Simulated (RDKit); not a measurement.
A run for RDKit: UFF on F2GeH3N (SMILES [NH2][GeH]([F])[F]), a point of a torsion scan.

```python
from rdkit import Chem
from rdkit.Chem import AllChem, rdDetermineBonds

blocks = [
'''7

N     1.12693139   -0.11186018   -0.20070376
Ge   -0.63109764   -0.07507268    0.10360803
F    -1.39106097    0.20588000   -1.41221903
F    -1.01476476    1.40009563    0.92439170
H     1.60743686    0.77533560   -0.13236744
H     1.69249804   -0.84393726    0.19909415
H    -1.35840897   -1.19121101    0.75793063
''',
]
mol = None
for b in blocks:
    f = Chem.MolFromXYZBlock(b)
    rdDetermineBonds.DetermineBonds(f, charge=0)
    mol = f if mol is None else Chem.CombineMols(mol, f)
Chem.SanitizeMol(mol)
print(Chem.MolToSmiles(Chem.RemoveHs(mol)))
ff = AllChem.UFFGetMoleculeForceField(mol, vdwThresh=100.0, ignoreInterfragInteractions=False)
e = ff.CalcEnergy()
print(f'UFF energy {e:.6f} kcal/mol')
```

The log:

```
[NH2][GeH]([F])[F]
UFF energy 13.341427 kcal/mol
```

The run finished.

Cost: about 0.020 core-seconds (a rough figure).
